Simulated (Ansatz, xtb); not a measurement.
**C5H6ClNSi: which of two isomers lies lower**

We compare a, `C#C[Si@](Cl)(C=C)N=C`, a singlet, with b, `[SiH3]c1ccc(Cl)cn1`, a singlet. Both are isolated molecules in the gas phase, relaxed with B3LYP-D3(BJ)/def2-SVP; the shapes shown needn't be the lowest conformers.

a (Å):

```xyz
14

C    -1.2256    0.5506    3.3320
C    -1.2913    0.4323    2.1217
C    -2.2378   -1.2685   -0.2061
C    -2.8998   -2.0446    0.6626
C     1.4223    0.2165    0.3267
Cl   -2.1004    1.9281   -0.5609
N     0.3505    0.1199   -0.3381
Si   -1.2725    0.2279    0.2975
H    -1.1809    0.6614    4.4005
H    -2.2610   -1.5189   -1.2743
H    -2.9037   -1.8311    1.7372
H    -3.4665   -2.9250    0.3397
H     2.4032    0.1264   -0.1776
H     1.4659    0.3912    1.4233
```

b (Å):

```csv
atom,x (Å),y (Å),z (Å)
C,-1.7262,-0.3479,0.8422
C,-0.8310,-1.2786,0.2922
C,0.5438,-1.0823,0.4371
C,0.9717,0.0471,1.1327
C,0.0186,0.9342,1.6551
Cl,2.6684,0.3651,1.3578
N,-1.2871,0.7377,1.5112
Si,-3.6094,-0.4920,0.7200
H,-4.2029,-0.5677,2.0840
H,-3.9584,-1.7295,-0.0394
H,-4.1649,0.6940,0.0104
H,-1.2041,-2.1526,-0.2467
H,1.2704,-1.7838,0.0234
H,0.3460,1.8242,2.2030
```

**Question.** Estimate E(b) − E(a) at the level CCSD(T)/def2-SVP + ΔMP2/def2-TZVPP.

**Answer.** Not settled: CCSD(T)/def2-SVP + ΔMP2/def2-TZVPP gives E(b) − E(a) = +0.084 eV, but this leans on the basis-set step: CCSD(T) alone gives −0.350 eV.

The same difference at several levels:

| level | geometry | E(b) − E(a) (eV) | departure from the last row (eV) | job, with rough time for the two |
| --- | --- | --- | --- | --- |
| GFN2-xTB | GFN2-xTB | −2.371 | −2.455 | optimisation, 0.49 s |
| HF/STO-3G | GFN2-xTB | −1.432 | −1.516 | single point, 0.44 s |
| r2SCAN-D4/def2-SVP | GFN2-xTB | −0.795 | −0.879 | single point, 4.6 s |
| B3LYP-D3(BJ)/def2-SVP | B3LYP-D3(BJ)/def2-SVP | −0.568 | −0.652 | optimisation, 59 s |
| HF/def2-SVP | B3LYP-D3(BJ)/def2-SVP | +0.019 | −0.065 | part of the CCSD(T) run |
| MP2/def2-SVP | B3LYP-D3(BJ)/def2-SVP | −0.492 | −0.576 | part of the CCSD(T) run |
| CCSD(T)/def2-SVP | B3LYP-D3(BJ)/def2-SVP | −0.350 | −0.434 | single point |
| CCSD(T)/def2-SVP + ΔMP2/def2-TZVPP | B3LYP-D3(BJ)/def2-SVP | +0.084 |  | single point, 92 s |

As drawn, b has 4 C∷C, 1 C–Cl, 2 C∷N, 3 Si–H in place of 1 C≡C, 1 C–Si, 1 Cl–Si, 1 C=C, 1 N–Si, 1 C=N, 3 C–H (∷ is an aromatic bond). Structure a has no ring, b a 6-membered ring (with an aromatic ring).

GFN2-xTB, HF/STO-3G, r2SCAN-D4/def2-SVP, B3LYP-D3(BJ)/def2-SVP, MP2/def2-SVP, CCSD(T)/def2-SVP put the two in the other order. HF/def2-SVP finds them nearly level. The largest departure from CCSD(T)/def2-SVP + ΔMP2/def2-TZVPP is that of GFN2-xTB, 2.455 eV. A small imaginary or near-zero mode remains, so no thermal terms are given. The last row adds to CCSD(T) the change of the MP2 difference between the two basis sets, here +0.434 eV, a large step that makes the value less sure.

The correlated steps freeze 16 core orbitals. Programs: Ansatz 0.2.0, xtb 6.7.1; the last row on 4 threads of Arm Neoverse V1 on a shared host.
